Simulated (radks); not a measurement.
Co XXV, configuration [He] 2s0.75 3s0.25 (fractional occupations, a model configuration).

Calculated with a radial shooting solver on a logarithmic mesh with Libxc functionals: non-relativistic Kohn-Sham, revPBE, spin-polarised, spherical densities, point nucleus; open shells are filled with parallel spins first.

Energy parts (hartree):
| part | energy |
|---|---|
| total | -781.63579 |
| kinetic | 781.58018 |
| electron-nucleus | -1588.71206 |
| Hartree | 44.19052 |
| exchange-correlation | -18.69442 |

Orbitals (lengths in bohr, moments of r in powers of bohr; <r^-3> diverges for s and p1/2):
| orbital | occ. | eigenvalue (hartree) | <r^4> | <r^-3> |
|---|---|---|---|---|
| 1s up | 1 | -337.1745 | 0.00004585 | - |
| 1s down | 1 | -336.9618 | 0.00004577 | - |
| 2s up | 0.75 | -79.52304 | 0.006538 | - |
| 3s up | 0.25 | -34.38645 | 0.1485 | - |

The highest occupied level is 3s up at -935.70 eV. The electron density at the nucleus is 1.281e+04 e/bohr^3. Summed over all electrons, <r^2> = 0.1362 bohr^2, which gives a Langevin (diamagnetic) susceptibility term of -0.108 x 10^-6 cm^3/mol. Virial ratio -V/T = 2.00007. Spin moment in Bohr magnetons: 1. The spin density at the nucleus is 582.4 e/bohr^3 (1s 2.0, 2s 530.0, 3s 50.4), a Fermi contact field of 3.05e+04 T. The density falls to 0.001 e/bohr^3 at r = 1.07 bohr.
